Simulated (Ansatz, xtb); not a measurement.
Pulling on the Cd1–H2 bond in CdH2O (SMILES [OH][CdH]) (multiplicity 1 held, fragments rigid). Energies count from the point at 1.644 Å.
Geometry at that point (charge 0, multiplicity 1):
```json
[
 {"atom": "Cd", "x (Å)": "-0.2673", "y (Å)": "-0.0991", "z (Å)": "-0.0305"},
 {"atom": "H", "x (Å)": "-1.7878", "y (Å)": "-0.6990", "z (Å)": "-0.2066"},
 {"atom": "O", "x (Å)": "1.6116", "y (Å)": "0.5006", "z (Å)": "0.1771"},
 {"atom": "H", "x (Å)": "1.7266", "y (Å)": "1.4525", "z (Å)": "0.2546"}
]
```

R- and RO- levels are restricted; in cc, def2 and unpolarised 6-31G sets they are followed outwards from rest. U- levels take the lowest unrestricted solution at each point, which mixes spins at long bonds. Curves can end on different states.

The values were computed with Ansatz (Gaussian basis) for Hartree–Fock, density functionals and correlated methods; xtb for the GFN methods. Each number belongs to the level named beside it. In def2 rows elements past Kr take small-core potentials, without spin–orbit coupling. The GFN methods have no spin term and hold the electronic entropy of 300 K.

Question: One of these levels gives 412.3 kJ/mol for the energy at R = 5.261 Å. Which?
(A) GFN2-xTB
(B) R-PBE/def2-TZVPP
(C) R-r2SCAN/def2-TZVPP
(D) U-HF/def2-TZVPP

Answer: B, R-PBE/def2-TZVPP. The others give 355.4 (GFN2-xTB), 218.4 (U-HF/def2-TZVPP), 450.0 (R-r2SCAN/def2-TZVPP)

Doubts at one or more of the structures used: a spin-contaminated determinant (U-HF/def2-TZVPP); a restricted determinant that unrestricted orbitals would lower (R-PBE/def2-TZVPP, R-r2SCAN/def2-TZVPP).

Ansatz is a quantum-chemistry and plane-wave program.
